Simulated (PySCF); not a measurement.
Simulated outer-valence photoelectron spectrum of `F[C@@H](Cl)[SiH2]P`. Method used: EOM-IP-CCSD/aug-cc-pVDZ in PySCF, restricted Hartree–Fock reference, frozen core, non-relativistic, gas phase, PBE0-D3(BJ)/def2-SVP geometry.

Each root has a Gaussian of 0.6 eV full width with its one-hole share as area; cross sections and vibrations are left out, and the highest printed point is 100.

(ionisation energy (eV), intensity): (9.1, 0), (9.2, 1), (9.3, 3), (9.4, 8), (9.5, 16), (9.6, 27), (9.7, 40), (9.8, 51), (9.9, 56), (10.0, 53), (10.1, 45), (10.2, 38), (10.3, 36), (10.4, 40), (10.5, 48), (10.6, 54), (10.7, 55), (10.8, 49), (10.9, 39), (11.0, 30), (11.1, 27), (11.2, 32), (11.3, 45), (11.4, 63), (11.5, 80), (11.6, 92), (11.7, 96), (11.8, 90), (11.9, 79), (12.0, 67), (12.1, 59), (12.2, 57), (12.3, 60), (12.4, 63), (12.5, 64), (12.6, 63), (12.7, 62), (12.8, 63), (12.9, 64), (13.0, 62), (13.1, 59), (13.2, 58), (13.3, 61), (13.4, 72), (13.5, 86), (13.6, 97), (13.7, 100), (13.8, 91), (13.9, 74), (14.0, 52), (14.1, 32), (14.2, 18), (14.3, 8), (14.4, 3), (14.5, 1), (14.6, 0)

Where are the maxima, and how many lines lie under the curve?

6 maxima, at 9.9, 10.7, 11.7, 12.5, 12.9 and 13.7 eV, from 8 lines. At this width some lines have no maximum of their own.

List the lines with their holes.

| E (eV) | leading hole (HF orbital) | area | Koopmans (eV) |
| --- | --- | --- | --- |
| 9.90 | HOMO | 0.95 | 10.32 |
| 10.67 | HOMO-1 | 0.95 | 11.70 |
| 11.54 | HOMO-2 | 0.95 | 12.26 |
| 11.81 | HOMO-3 | 0.95 | 12.76 |
| 12.42 | HOMO-4 | 0.95 | 13.58 |
| 12.96 | HOMO-5 | 0.94 | 13.96 |
| 13.58 | HOMO-6 | 0.94 | 14.46 |
| 13.79 | HOMO-7 | 0.94 | 15.44 |

The widest gap, 0.87 eV, lies between 10.67 and 11.54 eV. Only orbitals with −ε under 21 eV, eight at most, were ionised, so the high end of the curve may lack lines.

The values belong to the conformer `[F:1][C@@H:2]([Cl:3])[SiH2:4][PH2:5]`: F1–C2–Si4–P5 -64°, H–P5–Si4–C2 57°, H–P5–Si4–C2 151°.
